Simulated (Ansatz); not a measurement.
Ansatz (a first-principles code) input (B3LYP-D3(BJ)/def2-TZVP):

Ansatz 0.2 input:
```yaml
crystal:
  periodic: [false, false, false]
  atoms:
    - {symbol: Lu, position_ang: [0.75893681, 0.45969036, 0.16183015]}
    - {symbol: F, position_ang: [-0.73514816, 0.76035298, -1.11440008]}
    - {symbol: F, position_ang: [0.02756113, -1.22394166, 0.92594753]}
basis:
  gaussian:
    orbitals: def2-TZVP
hamiltonian:
  xc: b3lyp
  dispersion: d3bj
total_charge: 1
relax: {f_tol: 0.002, max_steps: 150}
```

End of the output:

```
these checks for a lower state are left out or cut short: starts, cluster_reference, orbital_swaps, neighbouring_geometries, increment
integrals: 0.10 GiB planned
1151 factors; their error is unknown
mean field: 0.77 GiB planned
mean field -39074.38264863 eV, -1435.9570767694 hartree, gradient 2.3e-5 eV, S^2 0.000000; 0 other end points of the search recorded, 0 dependent functions left out
the calculation of the forces begins
reference -39074.38289788 eV, -1435.9570859290 hartree; 30, 30 occupied and 128, 128 virtual orbitals, 1151 factors
relax step   2: F+E_penalty+E_count = -39074.43306610 eV  Δ(F+E_penalty+E_count) = -3.891e-1 eV  max|allowed force component| = 4.121e-2 eV/Å  Δτ_max = 0.1865 Å  (38 SCF iters, accepted)
these checks for a lower state are left out or cut short: starts, cluster_reference, orbital_swaps, neighbouring_geometries, increment
integrals: 0.10 GiB planned
1151 factors; their error is unknown
mean field: 0.78 GiB planned
mean field evaluation 32: about -39074.3836 eV, gradient 1.7e-3 eV
mean field -39074.38359954 eV, -1435.9571117148 hartree, gradient 1.1e-5 eV, S^2 0.000000; 0 other end points of the search recorded, 0 dependent functions left out
the calculation of the forces begins
reference -39074.38384863 eV, -1435.9571208684 hartree; 30, 30 occupied and 128, 128 virtual orbitals, 1151 factors
relax step   3: F+E_penalty+E_count = -39074.43409779 eV  Δ(F+E_penalty+E_count) = -1.032e-3 eV  max|allowed force component| = 2.166e-2 eV/Å  Δτ_max = 0.0106 Å  (34 SCF iters, accepted)
these checks for a lower state are left out or cut short: starts, cluster_reference, orbital_swaps, neighbouring_geometries, increment
integrals: 0.10 GiB planned
1151 factors; their error is unknown
mean field: 0.78 GiB planned
mean field -39074.38382597 eV, -1435.9571200358 hartree, gradient 1.2e-5 eV, S^2 0.000000; 0 other end points of the search recorded, 0 dependent functions left out
the calculation of the forces begins
reference -39074.38407485 eV, -1435.9571291820 hartree; 30, 30 occupied and 128, 128 virtual orbitals, 1151 factors
relax step   4: F+E_penalty+E_count = -39074.43439819 eV  Δ(F+E_penalty+E_count) = -3.004e-4 eV  max|allowed force component| = 3.714e-3 eV/Å  Δτ_max = 0.0094 Å  (34 SCF iters, accepted)
these checks for a lower state are left out or cut short: starts, cluster_reference, orbital_swaps, neighbouring_geometries, increment
integrals: 0.10 GiB planned
1151 factors; their error is unknown
mean field: 0.78 GiB planned
mean field -39074.38382486 eV, -1435.9571199950 hartree, gradient 1.1e-5 eV, S^2 0.000000; 0 other end points of the search recorded, 0 dependent functions left out
the calculation of the forces begins
reference -39074.38407375 eV, -1435.9571291413 hartree; 30, 30 occupied and 128, 128 virtual orbitals, 1151 factors
relax step   5: F+E_penalty+E_count = -39074.43439878 eV  Δ(F+E_penalty+E_count) = -5.840e-7 eV  max|allowed force component| = 4.084e-4 eV/Å  Δτ_max = 0.0003 Å  (35 SCF iters, accepted)
integrals: 0.10 GiB planned
1151 factors; their error is unknown
mean field: 0.78 GiB planned
mean field evaluation 64: about -39074.2678 eV, gradient 3.0e0 eV
mean field -39074.38382486 eV, -1435.9571199950 hartree, gradient 1.1e-5 eV, S^2 0.000000; 1 other end points of the search recorded, 0 dependent functions left out
the calculation of the forces begins
reference -39074.38407375 eV, -1435.9571291413 hartree; 30, 30 occupied and 128, 128 virtual orbitals, 1151 factors
Total energy: -39074.43464766 eV, -1435.9589876986 hartree
Atom 0 at     0.616740     0.371203     0.129201 Å, force    -0.000408    -0.000256    -0.000092 eV/Å
Atom 1 at    -0.683634     0.855361    -1.150334 Å, force     0.000276    -0.000061     0.000240 eV/Å
Atom 2 at     0.118245    -1.230462     0.994511 Å, force     0.000133     0.000317    -0.000148 eV/Å
Dipole moment:     1.087437     0.675546     0.250404 e Å
```
